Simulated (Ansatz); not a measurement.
Species: C2H7O2Si, net charge -1, singlet state. It need not be the lowest isomer of its formula. Whether it binds its extra electron was not tested at this geometry. 
Structure (B3LYP-D3(BJ)/def2-TZVP (Ansatz, an electronic-structure program) minimum search):
SMILES: [CH2-][Si](C)(O)O
```xyz
12

C      1.6763    -0.6316    -0.5488
Si     0.1182    -0.0620     0.0050
C     -1.3244    -0.6144    -1.1031
O     -0.3733    -0.4001     1.6023
O     -0.0404     1.6514     0.0921
H      2.5596    -0.6623     0.0840
H      1.7506    -1.2350    -1.4498
H     -1.5712    -1.6660    -0.9350
H     -1.0670    -0.4908    -2.1591
H     -2.2197    -0.0176    -0.9023
H     -0.6412     0.4212     2.0247
H      0.7331     1.9839    -0.3754
```
Charge -1, spin multiplicity 1.

Basis-set convergence of Hartree-Fock and CCSD(T) correlation energies (hartree) with Ansatz. Correlated levels leave the core frozen unless marked. No spin-orbit coupling. No relativistic terms.

```tsv
basis	functions	E(HF)	E(corr, CCSD(T))
aug-cc-pV(D+d)Z	187	-518.58076	-0.90405
aug-cc-pV(T+d)Z	400	-518.65847	-1.07634
aug-cc-pV(Q+d)Z	731	-518.67658	-1.13006
```

Extrapolating the two largest sets (X = 3 and 4) as X^-3: E(corr) = (64·(-1.13006) - 27·(-1.07634))/37 = -1.1693 Eh, an estimate of the basis-set limit. The largest set recovers 96.6 % of it, the smallest 77.3 %.
